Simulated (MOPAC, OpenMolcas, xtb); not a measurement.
## A ladder of methods for CH4AlNO (SMILES C1[NH][AlH][O]1)

CH4AlNO has 8 atoms, charge 0, and is taken as a singlet. SMILES: `C1[NH][AlH][O]1`. The shape is that of a PBE0-D4/def2-TZVP optimisation.

Quantity: the dipole moment, in D. The values are calculated.

| level | kind | program | value (D) | CPU time |
| --- | --- | --- | --- | --- |
| PM7 | semi-empirical | MOPAC | 2.57 | under 2 s |
| GFN0-xTB | semi-empirical | xtb | 1.66 | under 2 s |
| HF/def2-SVPD | Hartree–Fock | OpenMolcas | 2.19 | 17 s |
| SVWN5/def2-SVPD | LDA | OpenMolcas | 1.95 | 35 s |
| BLYP/def2-SVPD | GGA | OpenMolcas | 1.92 | 50 s |
| M06-L/def2-SVPD | meta-GGA | OpenMolcas | 1.98 | 60 s |
| B3LYP/def2-SVPD | global hybrid | OpenMolcas | 2.00 | 45 s |

The values span 1.66 to 2.57 D. Magnitudes only. CPU times are rough (shared hosts, several kinds of processor and program).
